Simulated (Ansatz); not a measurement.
Reaction (atomization): `CC1B[SiH2]1` → B• + 2 C• + 7 H• + Si•

Isolated molecules relaxed with PBE0-D4/def2-TZVP in Ansatz; ΔE leaves out vibrations. CCSD(T)/CBS is the MP2 limit (def2-TZVPP, def2-QZVPP) plus CCSD(T) − MP2 in def2-TZVPP, frozen cores. This one scheme is used for every species, atoms too. Functionals use def2-TZVPP. Open shells (•) are unrestricted, without spin–orbit coupling. Spin–orbit coupling would lower the free atoms: a little for B, C, Si.

| level | ΔE (eV) |
| --- | --- |
| BHLYP-D4 | 39.75 |
| ωB97X-V | 40.60 |
| r2SCANh | 40.58 |
| CAM-B3LYP | 40.48 |

(1) What does CCSD(T)/CBS give? (Best estimate.)

Largest T1 diagnostic among the species: 0.014.

Answers

(1) Computed: +40.39 eV. The listed levels differ from it by -0.64, 0.21, 0.19, 0.09 eV.

At CCSD(T), def2-SVP lies −1.78 eV from the extrapolated value and def2-TZVPP −0.89 eV: correlation converges slowly with the basis, and small sets miss more of it in the bonded molecule than in its fragments. From BLYP to BHLYP (50 % exact exchange), in def2-TZVPP and without D4, ΔE moves by −0.37 eV: exact exchange takes away binding that semilocal exchange gives to molecules. The D4 term adds +0.33 eV with B3LYP and +0.17 eV with PBE0; it sums over pairs of atoms, weighted by their polarisabilities, and B3LYP, whose exchange is more repulsive, gets the larger term.

B3LYP here is the variant with VWN-RPA as its local correlation; programs differ in this.

For atomizations the MP2-based limit and the directly extrapolated one differ by several kJ/mol either way, and by 10 to 25 for some Ge, Se and Sn compounds, so smaller differences from it don't rank the levels.
